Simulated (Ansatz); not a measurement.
`[F][Hf]([F])([SH])[Cl]` + HBr → `[F][Hf]([F])([Cl])[Br]` + H₂S at 400 K and 1 bar (ligand exchange at the Hf–S bond).

Isolated molecules relaxed with PBE0-D4/def2-TZVP in Ansatz; ΔE leaves out vibrations. CCSD(T)/CBS adds triple-zeta CCSD(T) − MP2 to the extrapolated MP2 energy (def2 sets, frozen cores). This one scheme is used for every species. def2 core potentials past Kr. For Br, Hf outer-core shells are correlated without core-valence functions, which leaves a few kJ/mol of doubt a bond. Scalar relativity is left out up to krypton. One conformer a species, not always the lowest.

| species | CCSD(T)/CBS energy (Eh) | H − E (kJ/mol) | S (J/(mol·K)) |
| --- | --- | --- | --- |
| `[F][Hf]([F])([SH])[Cl]` | -1105.93208 | 71.1 | 424.3 |
| HBr | -2573.91920 | 27.6 | 207.2 |
| `[F][Hf]([F])([Cl])[Br]` | -3280.90483 | 47.2 | 412.7 |
| H₂S | -398.97279 | 53.4 | 215.9 |

H − E and S are ideal-gas, rigid-rotor, harmonic terms from PBE0-D4/def2-TZVP, for one conformer and one mirror image of each species. 1 Eh = 2625.50 kJ/mol, R = 8.31446 J/(mol·K).

By hand: ΔE, ΔH, ΔS and ΔG.

ΔE = (-3280.90483) + (-398.97279) − (-1105.93208) − (-2573.91920) = -0.02634 Eh = -69.2 kJ/mol. Δ(H − E) = 47.2 + 53.4 − 71.1 − 27.6 = 1.9, so ΔH = -67.3 kJ/mol. ΔS = 412.7 + 215.9 − 424.3 − 207.2 = -2.9 J/(mol·K). ΔG = -67.3 − 400 × (-2.9)/1000 = -66.1 kJ/mol.

By hand: the equilibrium constant, and the temperature at which ΔG would vanish if ΔH and ΔS stayed fixed.

log₁₀ K = −ΔG/(RT ln 10) = 8.6. ΔG = 0 at ΔH/ΔS = 23207 K, far beyond where these terms or the molecules hold.

The number of gas molecules stays the same, so ΔS is small and ΔH decides. A doubt of 5 kJ/mol in ΔE shifts log₁₀ K by 0.7 here. Other conformers and mirror images would add mixing entropy, several J/(mol·K) or more a flexible species. These are equilibria of isolated gas molecules and say nothing of rates. Largest T1 diagnostic: 0.016 (customary marks: 0.02 for closed shells, 0.045 for open ones).
